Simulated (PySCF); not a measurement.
A TDDFT job was run through a driver script with this input:

```
{"job": {"kind": "uv", "xc": "B3LYP", "basis": "def2-SVPD", "ip": true}, "charge": 0, "multiplicity": 1}
C     -0.147895     1.390812     0.491467
B      0.037535    -0.155203     0.232245
N     -1.020238    -0.939952    -0.232036
P      1.719244    -1.004308     0.704768
H      0.492385     1.972380    -0.193006
H     -1.186058     1.733937     0.354262
H      0.169023     1.663950     1.511447
H     -1.942143    -0.557212    -0.403899
H     -0.951794    -1.930561    -0.423776
H      2.575049    -0.092084     0.020064
H      1.755216    -1.999850    -0.318521
```

Its output, with some lines taken out ([cut]):

```
coarse grid: 9200 points
cycle   1  E = -463.0614054635  dE =  1.061e-01  |g| = 4.669e-01  |ddm| = 4.360e+00
cycle   2  E = -463.0221495626  dE =  3.926e-02  |g| = 6.156e-01  |ddm| = 1.216e+00
cycle   3  E = -463.1175318742  dE = -9.538e-02  |g| = 6.024e-02  |ddm| = 6.263e-01
cycle   4  E = -463.1184079653  dE = -8.761e-04  |g| = 2.563e-02  |ddm| = 1.018e-01
cycle   5  E = -463.1185583695  dE = -1.504e-04  |g| = 6.339e-03  |ddm| = 3.058e-02
cycle   6  E = -463.1185714241  dE = -1.305e-05  |g| = 1.365e-03  |ddm| = 1.234e-02
cycle   7  E = -463.1185719142  dE = -4.901e-07  |g| = 3.460e-04  |ddm| = 2.552e-03
final grid: 82944 points
cycle   8  E = -463.1735153678  dE = -2.165e-05  |g| = 5.590e-03  |ddm| = 6.509e-02
cycle   9  E = -463.1735087824  dE =  6.585e-06  |g| = 7.828e-03  |ddm| = 1.257e-02
cycle  10  E = -463.1735225704  dE = -1.379e-05  |g| = 7.258e-04  |ddm| = 7.003e-03
cycle  11  E = -463.1735227045  dE = -1.341e-07  |g| = 9.347e-05  |ddm| = 8.578e-04
cycle  12  E = -463.1735227062  dE = -1.741e-09  |g| = 3.875e-05  |ddm| = 1.911e-04
cycle  13  E = -463.1735227067  dE = -4.982e-10  |g| = 9.852e-06  |ddm| = 7.795e-05
converged SCF energy = -463.1735227067

Static polarisability (au): isotropic 65.339, principal 53.053 66.829 76.134

Singlet excitations
state   eV       nm        f      main configurations
  1   5.6314    220.2   0.01191   H->L 0.98
  2   6.0734    204.1   0.10140   H->L+1 0.93
[cut]
[cut]
  5   7.0282    176.4   0.05042   H->L+3 0.84
  6   7.1423    173.6   0.02437   H->L+4 0.83
  7   7.2764    170.4   0.02083   H-1->L+1 0.64, H-2->L 0.15, H-2->L+1 0.11
[cut]
  9   7.6868    161.3   0.04480   H-2->L 0.81, H-1->L+1 0.11
 10   7.8945    157.1   0.02561   H->L+6 0.91

[cut]
Vertical ionisation energy (delta-SCF) = 9.0731 eV
```

Computed, not measured: PySCF 2.14.0, density-fitted response routines, TDDFT B3LYP/def2-SVPD, vertical, gas phase, core orbitals frozen in the response. Geometry: PBE0-D3(BJ)/def2-SVP, one conformer, isolated molecule.

Task: Restore the lines that were cut, in order.

Result: 
```
  3   6.4790    191.4   0.02007   H->L+2 0.96
  4   6.9713    177.8   0.03818   H-1->L 0.84
  8   7.5041    165.2   0.14014   H->L+5 0.86
Triplet excitations (Tamm-Dancoff, eV): 5.0088 5.5464 5.6706 6.1999
```

Task: What is the gap between the lowest singlet and the lowest triplet?

Result: 5.6314 − 5.0088 = 0.6226 eV (full response against Tamm–Dancoff).

Task: Give the energy of state 5 in hartree, cm⁻¹ and kJ/mol.

Result: 0.25828 hartree, 56686 cm⁻¹, 678.1 kJ/mol.

Task: Which orbital energies lie behind H and L?

Result: HOMO -6.68 eV and LUMO -0.20 eV, a gap of 6.48 eV; state 1 differs from that by -0.85 eV.

Task: Write the structure that the coordinates describe.

Result: `CB(N)P` (CH7BNP).

The SCF starts on a coarse grid; the energy jumps when the final grid takes over, and dE counts afresh there. H and L stand for HOMO and LUMO.

Hardware: an Arm Neoverse V1 with one thread, no GPU (shared host). Cost: 20 s of wall time.

Conformer computed: `[CH3:1][B:2]([NH2:3])[PH2:4]`: H–N3–B2–C1 -1°, H–N3–B2–C1 179°, H–P4–B2–C1 -52°, H–P4–B2–C1 -148°.
